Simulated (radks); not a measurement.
Excited configurations of the germanium ion Ge3+: one electron is placed in a higher orbital outside [Ar] 3d10. The ground configuration is [Ar] 3d10 4s1. All-electron calculation, Dirac Kohn-Sham, PBE, spin-unpolarised, spherical densities, finite nucleus; open shells fill j = l - 1/2 first; Fermi nuclear charge, rms radius 4.0742 fm. Program: a radial shooting solver on a logarithmic mesh with Libxc functionals. Excitation = E - E(ground); binding = E(ion) - E, where the ion is the core of charge +4; n* = 4/sqrt(2 binding) in atomic units, and the quantum defect is n - n*.

outer orbital  excitation (eV)  binding (eV)     n*  <r> (bohr)
4p1/2                   10.176        36.166  2.453       2.120
4f5/2                   32.542        13.799  3.972       4.374
5s1/2                   24.765        21.577  3.176       3.868
5p1/2                   28.105        18.236  3.455       4.352
5d3/2                   33.274        13.067  4.082       5.640
5f5/2                   37.218         9.123  4.885       7.530
6d3/2                   37.791         8.551  5.046       9.010
6f5/2                   39.916         6.425  5.821       11.42

The Delta-SCF ionisation energy is 46.341 eV (NIST Atomic Spectra Database: 45.716 eV, measured). Self-interaction in the functional shifts the binding energies and quantum defects, so they are the method's values and not measured ones. Spin polarisation and multiplet splitting are left out, so open shells lie too high by an amount that depends on their filling.

Beside tabulated values, note that spin-unpolarised runs miss the spin-polarisation part of the exchange energy of open shells.
